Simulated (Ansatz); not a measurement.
Geometry optimisation, Ansatz, RKS CAM-B3LYP/cc-pVDZ.

input.yaml

```yaml
crystal:
  periodic: [false, false, false]
  atoms:
    - { symbol: B, position_ang: [0.0, 0.0, 0.0] }
    - { symbol: F, position_ang: [0.0, 0.0, 1.67] }
    - { symbol: "N", position_ang: [1.3423, 0.0, -0.775] }
    - { symbol: H, position_ang: [1.8089, -0.9179, -1.0268] }
    - { symbol: H, position_ang: [1.7937, 0.9179, -1.0532] }
    - { symbol: O, position_ang: [-1.2211, 0.0, -0.705] }
    - { symbol: H, position_ang: [-1.7308, -0.8467, -0.4965] }
    - { symbol: Cl, position_ang: [0.0968, 2.0475, 0.6811] }
    - { symbol: H, position_ang: [0.0504, 1.0668, 1.6505] }
basis:
  gaussian: { orbitals: cc-pVDZ }
hamiltonian:
  xc: cam_b3lyp
relax:
  f_tol: 0.15
  max_steps: 25
  restrain:
    - { distance: [0, 7], at: 1.86, k: 30.0 }
    - { distance: [8, 1], at: 0.92, k: 30.0 }
    - { distance: [0, 1], at: 2.52, k: 30.0 }
    - { distance: [8, 7], at: 2.57, k: 30.0 }
```

Launched with:

```bash
$ ansatz run input.yaml --threads 4 --pin off --max-ram 5120MiB --backend cpu --events-out ev --progress --plain --runs-dir out
```

Question: Where does it end, and by what steps?

Answer: It converged. The restraints hold the end off the free minimum; the threshold counts their pulls, which the force column leaves out. Restrained pairs: B1–Cl8 (2.16 → 1.84 Å), F2–H9 (1.07 → 0.93 Å), B1–F2 (1.67 → 2.53 Å), Cl8–H9 (1.38 → 2.57 Å). After 11 steps the energy has fallen by 3.081 eV (the restraints' own energy left out); B1 moved furthest, 0.70 Å.

```csv
step,energy less start (eV),largest force component (eV/Å),accepted
0,0.0000,5.658,yes
1,-1.3004,2.836,yes
2,-1.9790,2.170,yes
3,-2.3911,1.200,yes
4,-2.6939,1.154,yes
5,-2.7345,1.721,yes
6,-2.9718,1.033,yes
7,-3.0505,0.610,yes
8,-3.0703,0.631,yes
9,-3.0734,0.703,yes
10,-3.0756,0.657,yes
11,-3.0806,0.624,yes
```

```xyz
9
Properties=species:S:1:pos:R:3
B -0.009 0.565 -0.409
F 0.203 -0.082 2.025
N 1.196 0.046 -0.884
H 1.320 -0.929 -1.121
H 2.059 0.566 -0.807
O -1.229 -0.028 -0.418
H -1.198 -0.960 -0.665
Cl -0.023 2.333 0.103
H -0.179 0.757 2.121
```

Time of the run: 17 s on 4 threads of Arm Neoverse V2 (shared host), peak memory 0.23 GiB.
